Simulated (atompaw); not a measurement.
# PBEsol PAW (atompaw) dataset for Cu (Z = 29), scalar-relativistic all-electron reference.

```
Element                 : copper (Cu)
Generator               : atompaw 4.2.0.5
Type                    : PAW
Functional              : PBEsol
Relativity              : scalar-relativistic
Frozen core             : [Ar]
Valence charge          : 11
Reference configuration : 3d10 4s0 4p1
Partial waves           : 4s (bound, empty): rc 1.75 bohr; 4s channel at 0.4 Ry: rc 1.75 bohr; 4p (bound): rc 3.00 bohr; 4p channel at 0.25 Ry: rc 3.00 bohr; 3d (bound): rc 1.05 bohr; 3d channel at 3.65 Ry: rc 1.05 bohr
Local potential         : ultrasoft scheme with l = 3 at 0.5 Ry, radius 2.65 bohr
Core correction         : smooth core density matched at 1.95 bohr
Augmentation charge     : sinc compensation charge, radius 2.20 bohr; PAW radius 3.00 bohr; waves and projectors: custom polynom vanderbiltortho
```

- Cutoffs needed: 140 Ry and 230 Ry (the cutoffs (Ry, on a coarse ladder) from which the occupation-weighted sum of valence levels, in a spherical-Bessel basis at the reference potential, stays within 10 and 1 mRy of its value at 400 Ry)
- Ghost test: no extra level below or beside the all-electron valence levels (s, p, d, f tested) (spherical-Bessel basis up to 400 Ry, 20 bohr box)
- Lowest eigenvalue of the overlap operator: 0.67 (p channel)
- Overlap eigenvalues printed by atompaw (projector basis): 0.0589, 0.585, 2.12, 8.8, 1.9e+03, 2.49e+03
- Share of each valence orbital outside the PAW sphere: 4s 36 %, 4p 74 %, 3d 2 %
